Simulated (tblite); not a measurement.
Species: C7H10N2S.
SMILES with atom numbers: `[CH3:1][S:2][c:3]1[cH:4][cH:5][n:6][n:7]1[CH:8]1[CH2:9][CH2:10]1` (hydrogens: H11, H12, H13 on C1; H14 on C4; H15 on C5; H16 on C8; H17, H18 on C9; H19, H20 on C10)

Computed with GFN2-xTB (tblite), gas phase: L-BFGS steps from a force-field or distance-geometry start until the largest atomic force falls under 0.01 eV/Å.

Step 100: E = -793.0670 eV
```
atom  x, y, z in Å  |  force x, y, z in eV/Å
C1      3.3225   -0.8317   -0.2602    0.008  -0.001   0.003
S2      1.6263   -1.1918   -0.7948   -0.003  -0.001  -0.013
C3      0.8328    0.2613   -0.2253    0.015   0.011  -0.009
C4      1.3443    1.4772    0.1910   -0.015   0.019  -0.013
C5      0.2141    2.2152    0.5537   -0.011   0.003   0.016
N6     -0.8917    1.5206    0.3705   -0.018  -0.002  -0.005
N7     -0.5124    0.3368   -0.1075    0.006   0.000   0.011
C8     -1.4539   -0.6870   -0.3992    0.048   0.005   0.004
C9     -2.9023   -0.3253   -0.4778   -0.036   0.016  -0.014
C10    -2.3992   -1.1198    0.6864    0.015  -0.037   0.026
H11     3.3189   -0.6243    0.8055    0.018  -0.005   0.005
H12     3.9071   -1.7210   -0.4704   -0.001  -0.024   0.002
H13     3.7180    0.0112   -0.8181   -0.015   0.006  -0.026
H14     2.3652    1.7961    0.2127    0.000  -0.020   0.033
H15     0.1690    3.2127    0.9425   -0.003   0.013  -0.017
H16    -1.0489   -1.4286   -1.0754    0.025  -0.015   0.005
H17    -3.1468    0.7094   -0.3054   -0.003   0.041   0.016
H18    -3.5088   -0.8151   -1.2230    0.000  -0.013  -0.006
H19    -2.3121   -0.6179    1.6378   -0.022   0.005  -0.022
H20    -2.6476   -2.1674    0.7543   -0.007  -0.002   0.005
```

Step 101: E = -793.0672 eV
```
atom  x, y, z in Å  |  force x, y, z in eV/Å
C1      3.3267   -0.8287   -0.2655    0.006  -0.002   0.003
S2      1.6296   -1.1902   -0.7990    0.009  -0.006  -0.013
C3      0.8341    0.2599   -0.2246    0.003  -0.005  -0.013
C4      1.3452    1.4763    0.1900   -0.021   0.024  -0.007
C5      0.2148    2.2105    0.5598   -0.022  -0.004   0.012
N6     -0.8906    1.5138    0.3818   -0.002   0.001  -0.003
N7     -0.5110    0.3314   -0.0991    0.021  -0.004  -0.001
C8     -1.4525   -0.6921   -0.3924   -0.015   0.027   0.031
C9     -2.9011   -0.3256   -0.4855    0.017  -0.010   0.017
C10    -2.4086   -1.1146    0.6890    0.007  -0.008  -0.009
H11     3.3239   -0.6244    0.8011    0.018  -0.006  -0.007
H12     3.9131   -1.7166   -0.4790   -0.013  -0.009   0.003
H13     3.7191    0.0173   -0.8216   -0.016  -0.006  -0.020
H14     2.3657    1.7975    0.2062   -0.009  -0.021   0.035
H15     0.1685    3.2067    0.9499    0.000   0.037  -0.008
H16    -1.0436   -1.4383   -1.0612    0.016  -0.015   0.011
H17    -3.1446    0.7111   -0.3202    0.009   0.019   0.011
H18    -3.5036   -0.8172   -1.2334    0.013  -0.013   0.008
H19    -2.3301   -0.6050    1.6379   -0.014  -0.007  -0.049
H20    -2.6603   -2.1613    0.7629   -0.007   0.009  -0.001
```

Q: Estimate the geometry and energy of step 102. (The exact step hangs on the optimiser's Hessian estimate; all steps are aligned on step 101, rigid shifts and turns removed.)

A: E = -793.0675 eV, largest force 0.038 eV/Å
```
atom  x, y, z in Å  |  force x, y, z in eV/Å
C1      3.3258   -0.8305   -0.2641   -0.002  -0.004  -0.003
S2      1.6280   -1.1895   -0.7981    0.018  -0.010  -0.012
C3      0.8337    0.2617   -0.2257    0.009   0.001  -0.009
C4      1.3441    1.4781    0.1899   -0.014   0.009  -0.002
C5      0.2137    2.2122    0.5587   -0.022   0.009   0.008
N6     -0.8915    1.5161    0.3777   -0.012  -0.006   0.002
N7     -0.5113    0.3335   -0.1025    0.006   0.002   0.001
C8     -1.4521   -0.6907   -0.3947   -0.002   0.005   0.012
C9     -2.9012   -0.3259   -0.4837    0.016  -0.003   0.018
C10    -2.4046   -1.1164    0.6883   -0.004   0.009  -0.008
H11     3.3235   -0.6256    0.8025    0.017  -0.004  -0.010
H12     3.9100   -1.7202   -0.4771   -0.011  -0.002   0.003
H13     3.7188    0.0144   -0.8216   -0.013  -0.010  -0.014
H14     2.3647    1.7975    0.2100    0.006  -0.013   0.031
H15     0.1671    3.2086    0.9491   -0.001   0.027  -0.012
H16    -1.0431   -1.4372   -1.0646    0.005   0.007   0.024
H17    -3.1437    0.7112   -0.3156    0.007   0.000   0.006
H18    -3.5058   -0.8167   -1.2303    0.015  -0.009   0.004
H19    -2.3273   -0.6070    1.6371   -0.004  -0.007  -0.037
H20    -2.6542   -2.1632    0.7618   -0.012  -0.001  -0.003
```

The energy changes by -0.0003 eV. The first-order estimate −F·Δx gives -0.0004 eV and the mean of the old and new forces, exact on a quadratic surface, -0.0003 eV. The step makes an angle of 79° with the force vector and moves no atom by more than 0.007 Å.

The cost below is that of the whole relaxation. Hardware: Intel Xeon Platinum 8488C, one thread, no GPU, on a shared host. Cost: 0.98 s of wall time.
